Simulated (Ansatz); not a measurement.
Input for Ansatz (a quantum-chemistry and plane-wave program): R-B3LYP/def2-TZVPP on AlAsH4O (SMILES [OH][AlH][AsH2]), a point of a torsion scan.

Ansatz 0.2 input:
```yaml
crystal:
  periodic: [false, false, false]
  atoms:
    - {symbol: O, position_ang: [-1.78140553, -0.55988530, 0.42286175]}
    - {symbol: Al, position_ang: [-0.46354886, 0.22688061, -0.17183033]}
    - {symbol: As, position_ang: [1.79081958, -0.54031889, 0.16169926]}
    - {symbol: H, position_ang: [-2.59797647, -0.93706201, 0.72189302]}
    - {symbol: H, position_ang: [-0.78541649, 1.54565142, -0.92049600]}
    - {symbol: H, position_ang: [1.73517329, 0.31906001, 1.41087620]}
    - {symbol: H, position_ang: [2.21808128, 0.68322282, -0.61655833]}
basis:
  gaussian:
    orbitals: def2-TZVPP
hamiltonian:
  xc: {name: B3LYP}
scf: {lower_state_search: off}
```

Output:

```
WARN ansatz: RAYON_NUM_THREADS=1 ignored (pool sized by the plan → 1); use --threads N
Functional definition: B3LYP
these checks for a lower state are left out or cut short: stability, starts, cluster_reference, orbital_swaps, neighbouring_geometries, increment
integrals: 0.09 GiB planned
1096 factors; their error is unknown
mean field: 0.80 GiB planned
mean field evaluation 1: about -69548.1699 eV, gradient 6.5e1 eV
mean field evaluation 2: about -69520.6950 eV, gradient 1.3e2 eV
mean field evaluation 4: about -69554.8578 eV, gradient 3.0e0 eV
mean field evaluation 8: about -69554.8821 eV, gradient 3.6e-2 eV
mean field evaluation 16: about -69555.0917 eV, gradient 3.6e-5 eV
mean field -69555.09169318 eV, -2556.1024735897 hartree, gradient 3.3e-6 eV, S^2 0.000000; 0 other end points of the search recorded, 0 dependent functions left out
reference -69555.09195720 eV, -2556.1024832924 hartree; 29, 29 occupied and 148, 148 virtual orbitals, 1096 factors
Total energy: -69555.09195720 eV, -2556.1024832924 hartree
Checks for a lower state left out: stability, starts, cluster_reference, orbital_swaps, neighbouring_geometries, increment
```

The run converged.

Cost: very roughly 2.1 core-seconds.
